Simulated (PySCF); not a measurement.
## Steps of a relaxation of [HgH3(H2O)]−

[HgH3(H2O)]− (singlet). PySCF 2.14.0, RKS PBE0, Hg def2-SVP with ECP60, H def2-SVP, O def2-SVP; non-relativistic Hamiltonian with scalar-relativistic core potentials where named; density fitting; no spin-orbit coupling. Origin of the start: displaced along the imaginary mode. Columns: position (Å) and force (eV/Å). Energies are counted from the last step; some of the 31 steps are shown. Forces carry noise of the integration grid, about 0.01 to 0.03 eV/Å.

Run from Python with OMP_NUM_THREADS=2. Where DIIS fails, smearing, a level shift and second-order steps follow.
It took 40 s on 2 threads of Arm Neoverse V2, with other jobs on the host, from the converged density of the start.

```xyz
7
step 0  E = 0.130 eV
Hg    0.1728   -0.1466    0.1483     0.04    0.04    0.02
H     1.0431    0.8558    1.3082    -0.03   -0.07   -0.07
H    -1.6508   -0.0603    0.3038     0.02    0.02    0.01
H     0.7860   -1.2124   -1.1134    -0.06    0.06    0.06
O    -1.9547    1.7282   -1.7309     0.10   -1.35    0.84
H    -2.0139    1.5741   -0.7412     0.17   -0.03   -1.39
H    -1.7743    0.7890   -2.0104    -0.23    1.34    0.52
```

```xyz
7
step 10  E = 0.019 eV
Hg    0.1821   -0.0029    0.2681    -0.02    0.00   -0.01
H     1.2677    0.5738    1.4971     0.00   -0.02   -0.02
H    -1.6180    0.2362    0.5932     0.01    0.01    0.01
H     0.4090   -0.8120   -1.2790     0.01    0.01    0.00
O    -2.0419    1.5356   -1.7865     0.10   -0.17   -0.17
H    -2.0440    1.1570   -0.8837    -0.01    0.01    0.08
H    -1.5466    0.8401   -2.2448    -0.08    0.16    0.13
```

```xyz
7
step 20  E = 0.003 eV
Hg    0.0927    0.0802    0.3323     0.06    0.00    0.03
H     1.4035    0.3268    1.4579     0.00    0.00   -0.01
H    -1.6263    0.3617    0.7834    -0.03    0.00    0.00
H     0.2748   -0.4710   -1.3570    -0.01   -0.02   -0.03
O    -2.0333    1.3649   -1.9300     0.03   -0.10    0.01
H    -2.1771    1.1369   -0.9941     0.03    0.02   -0.08
H    -1.3261    0.7282   -2.1281    -0.07    0.09    0.07
```

**Question.** Where does the relaxation end?

**Answer.** It converges at step 30 in nearly Cs:
```xyz
7
step 30  E = 0
Hg    0.1011    0.0977    0.3692
H     1.4527    0.2255    1.4638
H    -1.6052    0.4124    0.8303
H     0.2534   -0.3700   -1.3602
O    -2.0636    1.2972   -1.9967
H    -2.2519    1.1336   -1.0595
H    -1.2784    0.7313   -2.0825
```

**Question.** How did the contacts change?

**Answer.** 
```tsv
contact	start (Å)	end (Å)
Hg1–H2 (H)	1.763	1.744
Hg1–H3 (H)	1.832	1.795
Hg1–H4 (H)	1.762	1.798
Hg1–H6 (H2O)	2.921	2.941
Hg1–H7 (H2O)	3.054	2.884
```


A frequency check found unstable modes (1, the lowest at -32 cm⁻¹), so the relaxed geometry is a saddle point, or these are noise.
